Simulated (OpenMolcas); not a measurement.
## d1 ions of charge +4 down a group with 6 chloride ligands in octahedral coordination

| Item | Value |
| --- | --- |
| Program | OpenMolcas 26.06 |
| Method | CASSCF |
| Spin-orbit coupling | RASSI with atomic mean-field integrals over the reference wave functions |

The d shell is active. Anionic complexes are neutralised by point charges behind the ligands. Distances were set from a Shannon-type radius of the metal (high-spin where two are listed) plus a fixed donor radius (Cl 1.76 Å). Ligand basis ANO-RCC-VTZP, DKH2 Hamiltonian. States (labels of O, the rotations of Oh). Energies in cm-1 above the lowest state or level, χT in cm3 K/mol; under a threefold ground state the first gap can be a small split of the lowest multiplet, not the spin-orbit step; 10Dq is the gap between the two states. Spin-only χT is S(S+1) / 2 for the spin of the ground state.

```csv
Ion,Shell,R (Å),Metal basis,Outer charge (e at Å behind ligand),Ground state,First state of that spin,10Dq,First gap with spin-orbit (degeneracies),χT at 300 K,Spin-only χT
V4+,3d1,2.34,ANO-RCC-VTZP,0.33 at 2.4,2T2,2E 15429,15429,"324.9 (4, 2)",0.373,0.375
Nb4+,4d1,2.44,ANO-RCC-VTZP,0.33 at 2.8,2T2,2E 21759,21759,"901.4 (4, 2)",0.164,0.375
```

The rows also differ in their outer charges, so part of each step comes from that.

|10Dq| changes by a factor of 21759 / 15429 = 1.41 from V4+ to Nb4+.

χT departs most from the spin-only value for Nb4+, by -0.211 cm3 K/mol.

An orbital triplet at a regular site is open to Jahn-Teller coupling, which can distort the site and quench the lowest spin-orbit gaps and is left out. Ligand-to-metal charge-transfer states are missing. The least metal-like active orbital is 74 % on the metal (Löwdin) and no ligand orbital is active, so the numbers are rough (holds for V4+). With metal d orbitals alone and no dynamic correlation the field as a rule comes out too small, by tens of per cent, by up to half for chloride and softer ligands (holds for V4+). The least metal-like active orbital is 67 % on the metal (Löwdin) and no ligand orbital is active, so the numbers are rough (holds for Nb4+). With metal d orbitals alone the field can be off either way by tens of per cent (holds for Nb4+). No measured value stands beside these numbers; the geometry is a model, was not optimised and need not be the one that this ion takes.
